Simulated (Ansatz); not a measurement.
Cost and result up the ladder for (LiF)4 cube (Li₄F₄) (8 atoms). The state is a singlet with charge 0. Geometry: PBE-D4/def2-SVP.

```tsv
atom	x (Å)	y (Å)	z (Å)
F1	-1.5696	0.2939	0.4589
F2	0.6487	-1.1815	0.9714
F3	0.8918	1.3936	0.1521
F4	0.0291	-0.5060	-1.5822
Li5	-0.0260	0.4547	1.4214
Li6	-0.8008	-1.2521	-0.1369
Li7	1.4101	-0.2639	-0.4122
Li8	-0.5833	1.0614	-0.8724
```

Ansatz on 2 threads of Intel Xeon 6975P-C on a shared host. Times are rough, and most runs start from the orbitals of an earlier one. PBE0-D4/def2-TZVP serves as the yardstick here, not as an exact answer. Differences are given only for rows in sets of like size (and for xTB, whose basis is part of the method), since another set adds its own error. Binding counts from free atoms at the same level (F doublet, Li doublet; other spins of the atoms weren't run), without zero-point energy or a counterpoise term.

B3LYP takes the VWN-RPA correlation. HSE06 is defined as in plane-wave codes, on full-range PBE exchange. Correlated methods freeze 4 core orbitals; core or outer-core shells of Li are correlated, in sets that lack core-valence functions. The rows differ in basis, and correlated rows in double-zeta sets carry the largest basis error.

Correlated methods converge slowly with the basis, most of all in double-zeta sets.

| level | functions | binding energy per atom (eV) | difference from PBE0-D4/def2-TZVP (eV) |
| --- | --- | --- | --- |
| HSE06-D4/def2-TZVP | 180 | 3.77 | 0.00 |
| MP2/def2-TZVP | 180 | 3.91 | 0.13 |
| PBE-D4/def2-TZVP (with forces) | 180 | 3.89 | 0.12 |
| r2SCAN-D4/def2-TZVP | 180 | 3.86 | 0.09 |
| PBE0-D4/def2-TZVP | 180 | 3.77 | 0.00 |
| B3LYP-D4/def2-TZVP | 180 | 3.87 | 0.10 |
| PBE-D4/def2-SVP | 92 | 4.07 | – |
| PBE0-D4/def2-SVP | 92 | 3.93 | – |
| B2PLYP/def2-TZVP | 180 | 3.86 | 0.09 |
| CCSD(T)/def2-SVP | 92 | 3.81 | – |

Problem. Estimate how long each takes.

Solution. PBE-D4/def2-SVP 0.85 s; PBE0-D4/def2-SVP 1 s; MP2/def2-TZVP 1.4 s; PBE-D4/def2-TZVP (with forces) 1.6 s; PBE0-D4/def2-TZVP 1.6 s; B3LYP-D4/def2-TZVP 1.8 s; HSE06-D4/def2-TZVP 1.8 s; r2SCAN-D4/def2-TZVP 2.2 s; B2PLYP/def2-TZVP 3 s; CCSD(T)/def2-SVP 5.5 s. On shared hardware such times vary by a factor of up to 3.
